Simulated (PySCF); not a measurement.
Species: C6H8NOP.
Atom-mapped SMILES: `[CH3:1][C:2](=[O:3])[c:4]1[p:5][cH:6][cH:7][n:8]1[CH3:9]`

NICS is the negative of the GIAO shielding at a point without a nucleus: at the ring centre (0) and 1 Å above and below it (1); zz is the component along the ring normal. Level: GIAO PBE0/pcSseg-1 (PySCF, non-relativistic, gas phase) on the GFN2-xTB geometry, one conformer.

Ring bond lengths (Å), with Mayer bond orders in brackets: C4–P5 1.747 (1.32), P5–C6 1.744 (1.29), C6–C7 1.370 (1.46), C7–N8 1.342 (1.21), N8–C4 1.371 (1.10).

**Question.** What do the NICS probes read (ppm)?

**Answer.** 
```json
{"ring": "C4–P5–C6–C7–N8", "type": "5-membered ring with N and P; formal bonds all aromatic", "NICS(0)": "-12.0", "NICS(1), two faces": "-11.2 / -11.2", "NICS(1)zz, two faces": "-26.7 / -26.7", "rms pucker (Å)": "0.00", "centre to ring atoms, mean (Å)": "1.28"}
```

**Question.** What do they say, and how far can they be read as aromaticity?

**Answer.** 
- C4–P5–C6–C7–N8: mean NICS(1)zz -26.7 ppm, shielded.

**Question.** What does the geometric index give? Use HOMA with the parameters of Krygowski (1993).

**Answer.** 
- C4–P5–C6–C7–N8: HOMA 0.85; the largest term is that of C4–P5, α(R − Ropt)² = 0.28.

**Question.** At the first NICS(1) probe listed for ring C4–P5–C6–C7–N8, 1 Å off the ring, what do the in-plane components average?

**Answer.** The isotropic value is a third of the trace: (3 × -11.2 − (-26.7))/2 = -3.4 ppm.

Conformer computed: `[CH3:1][C:2](=[O:3])[c:4]1[p:5][cH:6][cH:7][n:8]1[CH3:9]`: C1–C2–C4–P5 0°.
